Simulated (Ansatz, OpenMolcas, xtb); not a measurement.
# How methods differ on SiHCl2F (SMILES F[SiH](Cl)Cl)

SiHCl2F has 5 atoms, charge 0, and is taken as a singlet. As SMILES, `F[SiH](Cl)Cl`. The coordinates come from a PBE0-D4/def2-TZVP relaxation.

Quantity: the HOMO–LUMO gap, in eV. The values are calculated.

| level | kind | program | value (eV) | CPU time |
| --- | --- | --- | --- | --- |
| GFN1-xTB | semi-empirical | xtb | 8.51 | under 2 s |
| HF/def2-SVPD | Hartree–Fock | Ansatz | 15.30 | 1.3 s |
| SVWN5/def2-SVPD | LDA | OpenMolcas | 7.28 | 45 s |
| PBE/def2-SVPD | GGA | Ansatz | 7.37 | 2.6 s |
| M06-L/def2-SVPD | meta-GGA | OpenMolcas | 8.16 | 57 s |
| M06-2X/def2-SVPD | hybrid meta-GGA | OpenMolcas | 11.68 | 81 s |
| r2SCAN0/def2-SVPD | hybrid meta-GGA | Ansatz | 10.27 | 6.4 s |
| HSE06/def2-SVPD | range-separated hybrid | Ansatz | 8.93 | 3.7 s |
| B2PLYP/def2-SVPD | double hybrid | Ansatz | 12.00 | 5.5 s |
| PBE-QIDH/def2-SVPD | double hybrid | Ansatz | 13.52 | 4.5 s |

The values span 7.28 to 15.30 eV. Orbital gaps aren't excitation energies, and those of double hybrids come from the SCF part alone; they tend to grow with the share of exact exchange. CPU times are rough (shared hosts, several kinds of processor and program).
